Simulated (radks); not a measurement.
Valence configurations of Mo (all share [Kr]). All-electron calculation, Dirac Kohn-Sham, PBE, spin-unpolarised, spherical densities, finite nucleus; open shells fill j = l - 1/2 first; Fermi nuclear charge, rms radius 4.4091 fm. Program: a radial shooting solver on a logarithmic mesh with Libxc functionals. Energies are relative to 4d5 5s1; eigenvalues in eV.

valence,E (eV),e(4d3/2),e(4d5/2),e(5p1/2),e(5s1/2)
4d5 5s1,0.000,-3.811,-3.609,-,-4.067
4d4 5s2,0.060,-5.710,-,-,-4.857
4d5.5 5s0.5,0.340,-3.027,-2.835,-,-3.725
4d6,0.878,-2.370,-2.189,-,-
4d5 5s0.5 5p0.5,1.504,-4.444,-4.239,-1.460,-4.516
4d5.5 5p0.5,1.757,-3.657,-3.462,-1.302,-
4d5 5p1,3.055,-5.025,-4.817,-1.771,-
4d4 5s1 5p1,3.494,-6.906,-,-2.137,-5.656
4d3 5s2 5p1,5.431,-9.141,-,-2.562,-6.480
4d3 5s1 5p2,9.420,-10.183,-,-3.066,-7.121

NIST lists [Kr] 4d5 5s1 as the ground configuration; this level of theory agrees among the configurations tried. The energies are those of spherical spin-averaged densities, not of single terms.
